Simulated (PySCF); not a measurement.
A PySCF script (with the pyscf-properties extension) for the NMR shieldings of `InChI=1S/CH11O2PSi3/c2-7(5)3-1-6-4/h2,7H,1,4,6H2,5H3/t7-/m1/s1`, on a GFN2-xTB geometry:

```python
import basis_set_exchange as bse
import numpy as np
from pyscf import gto, dft
from pyscf.prop import nmr

atoms = """
O     0.748716    0.327913    1.227481
Si    1.531739    0.554643   -0.198117
Si    3.424511   -0.707304   -0.434315
O     0.547740   -0.049232   -1.320149
C    -0.828940    0.144015   -1.497947
Si   -1.875283    0.134636    0.103402
P    -3.977003    0.249543   -0.688490
H     1.145310    0.555299    2.062624
H     1.654187    2.018599   -0.331114
H     4.457159    0.031684   -1.167196
H     4.026217   -1.004248    0.875770
H     3.281968   -2.003801   -1.100994
H    -1.167316   -0.649239   -2.175429
H    -0.986968    1.096007   -2.021818
H    -1.702782    1.360055    0.888641
H    -1.624552   -1.064385    0.908149
H    -4.103105   -1.098782   -0.960621
H    -4.560356    0.110914    0.553706
"""
names = dict.fromkeys(["O", "Si", "C", "P", "H"], "pcSseg-1")
basis = {el: gto.basis.parse(bse.get_basis(n, elements=[el], fmt="nwchem")) for el, n in names.items()}
mol = gto.M(atom=atoms, basis=basis, charge=0, verbose=0)
mf = dft.RKS(mol, xc="PBE0")
mf.grids.level = 2
mf.grids.alignment = dft.numint.BLKSIZE   # the property module wants whole blocks of grid points
mf.conv_tol = 1e-9
mf.kernel()

calc = nmr.RKS(mf)   # GIAO
C = mf.mo_coeff
Co = C[:, mf.mo_occ > 0]
resp = mf.gen_response(singlet=True, hermi=2)
def vind(x):   # induced exchange potential for any number of trial vectors
    d = np.einsum("pi,xij,qj->xpq", C, 2 * x.reshape(-1, C.shape[1], Co.shape[1]), Co, optimize=True)
    return np.einsum("xpq,pi,qj->xij", resp(d - d.transpose(0, 2, 1)), C, Co, optimize=True).ravel()
mo1, _ = nmr.rhf.solve_mo1(calc, with_cphf=vind)
sigma = calc.kernel(mo1)
for i, s in enumerate(sigma):   # ppm
    print("%2d %-2s %9.2f" % (i, mol.atom_pure_symbol(i), np.trace(s) / 3))
```

Q: Give the expected output.

A: 
```
 0 O     276.23
 1 Si    357.36
 2 Si    472.32
 3 O     296.83
 4 C     129.41
 5 Si    398.54
 6 P     626.55
 7 H      30.49
 8 H      25.95
 9 H      28.60
10 H      28.62
11 H      28.38
12 H      27.52
13 H      27.43
14 H      27.06
15 H      26.60
16 H      30.97
17 H      30.90
```

These numbers come from an equivalent density-fitted implementation of the same equations, which agrees with the script to about 0.01 ppm for H and up to a few tenths of a ppm for heavy atoms, so last digits may differ.

Q: Turn these shieldings into chemical shifts. Scale: 17O (σref 336.08) against H2O; 29Si (σref 349.16), 13C (σref 186.93), 1H (σref 31.72) vs TMS; 31P (σref 318.38) vs H3PO4 (reference shieldings calculated alike).

A: Averaging equivalent atoms: O 0: 59.9; O 3: 39.3; Si 1: -8.2; Si 5: -49.4; Si 2: -123.2; C 4: 57.5; P 6: -308.2; H 8: 5.77; H 15: 5.12; H 14: 4.66; H 13: 4.29; H 12: 4.20; H 9/10/11: 3.18; H 7: 1.22; H 16/17: 0.78 ppm. Experimental scales use liquid or dissolved standards, which lie at an offset from isolated H2O (liquid H2O: subtract about 36 ppm) and H3PO4.

Size and cost of the density-fitted run: 202 basis functions, 40 s wall time on 1 thread of an Arm Neoverse V1, shared host; peak memory 0.91 GiB.
